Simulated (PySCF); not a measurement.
B3LYP has the VWN-RPA correlation part, as in Gaussian. Delta-SCF ions had no search for a lower state. Excitations are Tamm–Dancoff values on a coarser integration grid. The basis has no diffuse functions, so Rydberg states are missing or too high.

Z-matrix (Å, degrees):
```
C
C 1 1.3702
N 2 1.3456 1 126.85
H 3 1.0018 2 121.35 1 179.89
H 3 1.0062 4 118.63 2 179.81
H 1 1.0844 2 114.09 3 179.96
H 2 1.0869 3 112.91 4 -0.13
B 1 1.5000 6 121.18 2 -180.00
H 8 1.1936 1 121.66 6 -0.03
H 8 1.2025 9 117.21 1 -179.99
```
Charge 0, spin multiplicity 1.

### Question
What is the computed S1 excitation (TDA), vertical ionisation energy (Delta-SCF) and S1 oscillator strength (PySCF with B3LYP-D3(BJ)/def2-TZVP)?

### Answer

| Quantity | Value |
|---|---|
| S1 excitation (TDA) | 4.95 eV |
| vertical ionisation energy (Delta-SCF) | 8.64 eV |
| S1 oscillator strength | 0.386 |
